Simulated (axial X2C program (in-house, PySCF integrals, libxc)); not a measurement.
# Density and ELF of WO⁻

All values were computed with an axial X2C code built on PySCF integrals. Spin-free means the one-electron spin-free X2C Hamiltonian. Basis: W dyall-acv3z [14s15p10d7f4g], O dyall-av3z [7s6p3d2f] (cores contracted in-house); Gaussian nuclei, density fitting, unrestricted open shells. Masses: W 183.951 u, O 15.995 u.

PBE0, spin-free, state M_S = 3/2, Λ = 1 (beyond evenly filled blocks: π+α, δ+α, δ-α); W at z = 0, O at z = 1.703 Å.

The maps cover the half plane through the axis: z from -2.4 to 3.9 Å along the bond, ρ from 0.15 to 2.25 Å away from it (steps of 0.3 Å, the bottom row nearest the axis).

log10 of the density in e/bohr³:

digits 0 to 9 span -4.79 to 1.80 evenly
```
2222333333322222111000
2233333333333322221100
2233344444433333222110
2333444444444443332210
2333445555544544433211
2334455666555555543221
2334456777666666543321
3334457898766776654321
```

Electron localisation function (collinear form, no current term, damped to 0 at low density):

digits 0 to 9 span 0.00 to 1.00 evenly
```
1356777654310000000000
3467777654311000000000
3567776654211111000000
4556655443212233210000
3444333343114565431000
2322113555226787752100
2110025434437888863100
1100046525438118874200
```

Axial spin density in 10⁻³ e/bohr³:

digits 0 to 9 span -10.62 to 10.62 evenly, values beyond are clipped
```
5555555555555555555555
5555556665555555555555
4555567877655555555555
4555689999865555555555
4455799999975555555555
4445799999985444444555
4445699999983023444445
4444579292970001444444
```

Occupations by symmetry block were frozen at the best pattern of an incomplete PBE0 search. PBE0 can misorder states that lie within some tenths of an eV, so this need not be the ground state of the molecule. The nearest other spin-free determinant of the search, M_S = 1/2, Λ = 1, lies 0.43 eV up at the distance of the search. The functionals have no current-density term, which raises determinants with orbital currents, atoms included. The highest occupied level of some functionals is positive through self-interaction error; at Hartree–Fock it is bound. The determinant is spin-polarised beyond a pure state at some levels (its spin-free form has ⟨S²⟩ too high), which makes Re and μ there less reliable.
